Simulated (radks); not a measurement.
Values are calculated unless marked as measured or tabulated.
Species: Ne+. Configuration: [He] 2s2 2p5 (the NIST ground configuration). Code: a radial shooting solver on a logarithmic mesh with Libxc functionals. Model: scalar-relativistic Kohn-Sham, PBEsol, spin-polarised, spherical densities, point nucleus; open shells are filled with parallel spins first.

Unscreened Slater integrals over Kohn-Sham orbitals (cm^-1). They are taken over the spin-up orbitals.

integral,value
"F0(2p,2p)",232530
"F2(2p,2p)",104340
"F0(2p,2s)",231090
"G1(2p,2s)",139430
"F0(2p,1s)",335080
"G1(2p,1s)",38740
"F0(2s,2s)",231610
"F0(2s,1s)",329520
"G0(2s,1s)",24665
"F0(1s,1s)",1306500

Derived for the open shells (J is the average intra-shell exchange parameter used in DFT+U). 2p: J = F2/5 = 20870 cm^-1.
